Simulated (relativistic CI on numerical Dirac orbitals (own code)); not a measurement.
Calculated at this level of theory: Dirac-Coulomb-Breit CI, separate exchange-only KLI orbitals for each configuration, model QED (radiative potential, 1s self-energy scaled to tabulated hydrogen-like ionisation energies), unscaled Slater integrals (own radial code, finite nucleus).

The strongest absorption lines from the ground level of an ion, among the configurations computed and to levels below about 896 eV (vacuum wavelength in Å, gf): 15.635 (0.11), 48.748 (0.096), 50.221 (2.2), 51.947 (0.69), 57.547 (1.4), 63.001 (0.23), 66.069 (0.52), 67.262 (0.2).

(1) Which ion is it?
A. Sn33+
B. Ba37+
C. Sn31+
D. Ru25+

## Answers

(1) C. Sn31+ has 19 electrons and the ground level 3s²3p⁶3d ²D3/2; the strongest line goes to 3s²3p⁵3d² ²D°3/2. The pattern of lines fixes the number of electrons, and along that sequence the line energies rise steadily with the charge (about as its square where n changes within one kind of shell, about linearly where n is kept but much faster in heavy ions where fine structure, which grows about as Z⁴, sets the gap, and irregularly where shells cross), which fixes Z. Configurations outside the model, such as inner-shell arrays, can give stronger lines. At this charge energies of transitions that change n are usually good to better than 1 %, and those within a shell (Δn = 0) to a few per cent.

LS names give the leading component of a level, which can be under half, so a name can repeat, a term be missing and a line seem to break the LS rules.
